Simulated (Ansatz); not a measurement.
Ideal-gas functions of `[F][Zr]([F])([I])[I]` at 600 K and 1 bar, from an Ansatz frequency run at PBE0-D4/def2-TZVP.

Molar mass 383.03 g/mol, point group C2v (symmetry number 2), electronic degeneracy 1, moments of inertia 420.256, 1326.774, 1570.024 u Å². Harmonic wavenumbers (cm⁻¹, unscaled): 51, 100, 117, 125, 154, 229, 276, 687, 692.

Use S(trans) = R[1.5 ln M + 2.5 ln T − 1.1517]; rotational temperatures θ = 24.2544 K / I; S(rot) = R[ln(√π/σ · √(T³/θAθBθC)) + 1.5]; for each mode x = 1.438777 ν̃/T, S = R[x/(eˣ − 1) − ln(1 − e⁻ˣ)] and H = RT x/(eˣ − 1); 1 cm⁻¹ = 0.0119627 kJ/mol; R = 8.31446 J/(mol·K).

Question: By hand: the entropy, in J/(mol·K).

Answer: Translation 197.6. Rotation: θ = 0.0577, 0.0183, 0.0154 K, giving 137.1. Vibration, mode by mode: 25.79, 20.21, 18.91, 18.36, 16.64, 13.40, 11.90, 5.04, 5.00, in all 135.3. Electronic 0.0. Sum 470.0 J/(mol·K).

Question: By hand: H − E and G − E in kJ/mol, counted from the electronic energy.

Answer: Zero-point energy ½ × 2431 × 0.0119627 = 14.5; thermal vibration 33.0; translation, rotation and pV give 4 RT = 20.0. H − E = 67.5 kJ/mol, and G − E = 67.5 − 600 × 470.0/1000 = -214.5 kJ/mol.

Vibration gives 29 % of the entropy, 83.3 J/(mol·K) of it from the modes under 150 cm⁻¹: soft modes count most, and the harmonic formula is weakest for them.
